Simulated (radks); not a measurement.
Problem. Valence configurations of Cr (all share [Ar]). All-electron calculation, non-relativistic Kohn-Sham, r2SCAN, spin-unpolarised, spherical densities, point nucleus; meta-GGA in the generalised Kohn-Sham scheme. Program: a radial shooting solver on a logarithmic mesh with Libxc functionals. Order these by energy: 3d3 4s1 4p2; 3d4 4s2; 3d5 4p1; 3d5 4s0.5 4p0.5; 3d4 4p2; 3d6; 3d5 4s1; 3d3 4s2 4p1; 3d4 4s1 4p1; 3d4.5 4s1 4p0.5.

Solution. From the lowest, in eV above it: 3d4 4s2 0.000; 3d5 4s1 0.059; 3d4.5 4s1 4p0.5 1.464; 3d5 4s0.5 4p0.5 1.562; 3d6 1.591; 3d5 4p1 3.060; 3d4 4s1 4p1 3.730; 3d3 4s2 4p1 7.087; 3d4 4p2 7.433; 3d3 4s1 4p2 11.498. NIST lists [Ar] 3d5 4s1 as the ground configuration; this level of theory puts 3d4 4s2 lower, by 0.059 eV. The energies are those of spherical spin-averaged densities, not of single terms.
